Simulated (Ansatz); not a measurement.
Problem. Name a neutral molecule of C, O, Si and H with LUMO energy (PBE/def2-TZVPP) between -0.25 and 0.05 eV and LUMO energy (B3LYP/def2-TZVPP) between 0.20 and 0.50 eV (Ansatz, PBE0-D4/def2-TZVP geometry).

Solution. `C[Si](C)(C)O[Si](C)(C)C` (-0.07 eV, 0.37 eV); `C[SiH](O)O` (-0.11 eV, 0.38 eV); `CO[SiH](C)O` (-0.11 eV, 0.41 eV); `CC[SiH](O)O` (-0.13 eV, 0.37 eV); `C[Si](C)(O)O` (-0.18 eV, 0.27 eV); `C[Si](O)(O)O` (-0.25 eV, 0.22 eV). Other molecules can fit too; these were computed, each in one conformer that needn't be the lowest.

B3LYP here is the variant with VWN-RPA as its local correlation; programs differ in this.
